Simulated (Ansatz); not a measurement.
```yaml
crystal:
  periodic: [false, false, false]
  atoms:
    - {symbol: B, position_ang: [-1.143596, 0.276802, -0.747974]}
    - {symbol: Si, position_ang: [0.448451, 1.284113, 0.474779]}
    - {symbol: C, position_ang: [0.465181, -0.564666, 0.999469]}
    - {symbol: N, position_ang: [0.032154, -0.503974, -0.377190]}
    - {symbol: H, position_ang: [-1.276262, 0.554041, -1.900228]}
    - {symbol: H, position_ang: [-2.035894, 0.298328, 0.047566]}
    - {symbol: H, position_ang: [1.788793, 1.293776, -0.236857]}
    - {symbol: H, position_ang: [1.393301, -1.106256, 1.142050]}
    - {symbol: H, position_ang: [-0.333107, -0.877354, 1.666303]}
    - {symbol: H, position_ang: [0.743879, -0.706009, -1.064917]}
basis:
  gaussian: {orbitals: STO-3G, final_grid: {core_spheres: 5, valence_spheres: 4, degree: 11}}
magnetization: {spin_polarized: true, initial_magnetization: 1}
hamiltonian: {xc: {name: r2SCAN50}, dispersion: d3bjatm}
scf: {lower_state_search: light}
output: {forces: true}
```

```sh
$ ansatz run in.yaml --threads 2 --pin off --events-out ev --progress --plain --max-ram 4352MiB
```

Output, abridged:

```
Error: a molecule whose nuclei and cores have a total charge of 38 cannot have a net charge of 0 together with 1 unpaired electrons
```

(1) What is wrong with this run?

Answers

(1) The number of unpaired electrons doesn't fit the electron count. The input was rejected before any iteration.
